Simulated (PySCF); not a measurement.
Estimate the missing entries of this data sheet.

C5H9O2PSi2.
Numbering: `[O:1]=[CH:2][CH2:3][C:4](=[O:5])[C:6]#[C:7][Si@H:8]([SiH3:9])[PH2:10]` (hydrogens: H11 on C2; H12, H13 on C3; H14 on Si8; H15, H16, H17 on Si9; H18, H19 on P10)

Conformer (atom-mapped SMILES and torsion angles): `[O:1]=[CH:2][CH2:3][C:4](=[O:5])[C:6]#[C:7][Si@H:8]([SiH3:9])[PH2:10]`: O1–C2–C3–C4 107°, C2–C3–C4–O5 86°, H–P10–Si8–C7 -33°, H–P10–Si8–C7 60°.

```json
{"property": "point group of the GFN2-xTB geometry", "level": "GFN2-xTB", "value": "?"}
{"property": "rotational constants A, B, C of the GFN2-xTB geometry", "level": "GFN2-xTB", "value": "?"}
{"property": "dipole moment", "level": "PBE0/pcSseg-1", "value": "?"}
{"property": "HOMO energy", "level": "PBE0/pcSseg-1", "value": "?"}
{"property": "LUMO energy", "level": "PBE0/pcSseg-1", "value": "-2.50 eV"}
{"property": "13C chemical shifts (computed TMS as zero) by class", "level": "GIAO PBE0/pcSseg-1", "value": "?"}
{"property": "1H chemical shifts (computed TMS as zero) by class", "level": "GIAO PBE0/pcSseg-1", "value": "?"}
{"property": "isotropic shieldings of nuclei other than C and H, by class", "level": "GIAO PBE0/pcSseg-1", "value": "?"}
```

The electronic properties come from PySCF, for the isolated species, density fitting. NMR classes are plain means over equivalent atoms (diastereotopic ones count apart unless rotation or inversion swaps them), as if these changed places fast; in this geometry the members of some classes differ.

(1) What are the 13C chemical shifts (computed TMS as zero) by class?

(2) Give the 1H chemical shifts (computed TMS as zero) by class.

(3) What is the point group of the GFN2-xTB geometry?

(4) What are the rotational constants A, B, C of the GFN2-xTB geometry?

(5) What is the HOMO energy?

(6) What are the isotropic shieldings of nuclei other than C and H, by class?

(7) What is the dipole moment?

Results:

(1) 196.9 (C2), 179.8 (C4), 113.1 (C6), 108.2 (C7), 71.2 (C3) ppm.

(2) 9.65 (H11), 4.69 (H14), 3.96 (H12), 3.83 (H13), 3.62 (H15/H16/H17), 1.64 (H18/H19) ppm.

(3) C1.

(4) 1.176, 0.325, 0.301 GHz.

(5) -7.67 eV.

(6) -395 (O1), -374 (O5), 427 (Si8), 459 (Si9), 589 (P10) ppm.

(7) 2.12 D.

The rotational constants make it an asymmetric top with κ = (2B − A − C)/(A − C) = -0.95, nearer the prolate limit (−1). The dipole matches unit charges of opposite sign 0.44 Å apart (1 e·Å = 4.8032 D). With B = h/(8π²I), that is 505.379 GHz u Å² over I, the principal moments of inertia are 429.8, 1556.6 and 1676.8 u Å² (most abundant isotopes).

One conformer stands for the species.
